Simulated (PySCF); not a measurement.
Cl2Si, charge -1, doublet, geometry from GFN2-xTB (a state made from the parent by changing its charge; the spin is typed, not shown lowest). Base run: PBE0/6-31G run with PySCF.

PySCF was given this input:
```python
from pyscf import gto, scf, dft

mol = gto.Mole()
mol.atom = '''
    Si    0.001929    0.007227    1.067714
    Cl    1.178613    1.407333   -0.451322
    Cl   -1.180201   -1.413285   -0.427971
'''
mol.basis = '6-31g'
mol.charge = -1
mol.spin = 1
mol.verbose = 4
mol.build()

mf = dft.UKS(mol)
mf.xc = 'pbe0'
mf.kernel()
```

Each row names what was changed in the base input (with any setting that the change needs).

| change | ΔE vs base (µEh) | grid points | electrons on the grid |
|---|---|---|---|
| base | 0.0 | 56944 | 49.00000 |
| grids.atom_grid = (99, 590) | -0.3 | 89784 | 49.00000 |
| grids.atom_grid = (75, 302) | 2.6 | 41168 | 49.00001 |
| grids.radi_method = delley | 0.3 | 58168 | 49.00000 |
| grids.prune = off | 0.0 | 104160 | 49.00000 |
| grids.atom_grid = (150, 974) | 0.3 | 222784 | 49.00000 |
| grids.becke_scheme = stratmann | -0.5 | 56944 | 49.00000 |
| grids.radi_method = mura_knowles | -0.3 | 52536 | 49.00000 |
| grids.level = 4 | -0.3 | 86304 | 49.00000 |
| grids.prune = dft.gen_grid.sg1_prune | 33.3 | 19336 | 48.99998 |
| grids.radi_method = gauss_chebyshev | 0.2 | 55456 | 49.00000 |

Open shells are given as the SCF converged; they aren't shown to be the lowest states, and a large step between rows can be another state.
